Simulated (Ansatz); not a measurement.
Isomers of Ag8Te4⁺ (doublet), relaxed with PBE-D4/def2-SVP; total energies from Ansatz at RPA@PBE/def2-TZVP.

```tsv
isomer	description	energy (Eh)
A	point group Cs; 15 × Ag–Te 2.74 to 2.97 Å; 1 × Te–Te 2.92 Å; 1 × Ag–Ag 2.73 Å	-2244.31831
B	point group Cs; 15 × Ag–Te 2.68 to 2.86 Å; 1 × Ag–Ag 2.87 Å	-2244.34520
C	point group Cs; 15 × Ag–Te 2.69 to 2.87 Å	-2244.33986
D	point group Cs; 15 × Ag–Te 2.64 to 2.91 Å	-2244.27460
```

In the def2 sets Ag, Te take a core potential; there is no spin–orbit coupling. Correlated methods freeze 16 core orbitals; core or outer-core shells of Ag, Te are correlated, in sets that lack core-valence functions.

The isomers come from a short search, and lower ones may exist.

**Question.** Work out the relative energies (1 Eh = 2625.5 kJ/mol) and the Boltzmann populations at 1200 K from electronic energies alone (R = 8.314 J/mol/K).

**Answer.** ΔE: A 70.6, B 0.0, C 14.0, D 185.4 kJ/mol. RT = 9.98 kJ/mol. Factors exp(−ΔE/RT): A 0.000847, B 1, C 0.246, D 8.55e-09; sum 1.247. Populations: A 0.1 %, B 80.2 %, C 19.7 %, D 0.0 %. Zero-point energy, vibrational entropy and symmetry numbers are left out and can shift these; an error of 4 kJ/mol changes a ratio by a factor of 1.5. Over the other density-functional and correlated levels in def2 sets, the gap between B and C ranges from -3 to 24 kJ/mol.
